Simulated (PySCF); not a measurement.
SMILES [SiH2](C=C)C (C₃H₈Si), GFN2-xTB optimised geometry.

```
12

C      1.35    -1.52     0.00
C      0.02    -1.52     0.00
Si    -1.08     0.01     0.00
C     -0.03     1.59     0.00
H      1.93    -2.43     0.00
H      1.91    -0.60     0.00
H     -0.49    -2.48     0.00
H     -1.93    -0.02    -1.20
H     -1.93    -0.02     1.20
H      0.62     1.64     0.87
H     -0.66     2.48     0.01
H      0.60     1.65    -0.89
```

Density from CAM-B3LYP/def2-TZVP (PySCF 2.14.0) at that geometry.

Minimum of the electron density along straight lines between bonded atoms, close to the bond critical point (lines longer than 1.1 times the sum of covalent radii, or with two minima, are not listed):

```tsv
bond	length / Å	ρ at the minimum / e bohr⁻³	∇²ρ there / e bohr⁻⁵	position (fraction from the first atom)
C1–C2	1.324	0.358	-1.11	0.51
C2–Si3	1.885	0.120	0.18	0.61
Si3–C4	1.897	0.118	0.14	0.39
C1–H5	1.080	0.288	-1.04	0.65
C1–H6	1.078	0.289	-1.05	0.65
C2–H7	1.084	0.283	-0.99	0.64
Si3–H8	1.471	0.124	0.17	0.49
Si3–H9	1.471	0.124	0.17	0.49
C4–H10	1.086	0.275	-0.93	0.64
C4–H11	1.086	0.276	-0.93	0.64
C4–H12	1.086	0.275	-0.93	0.64
```
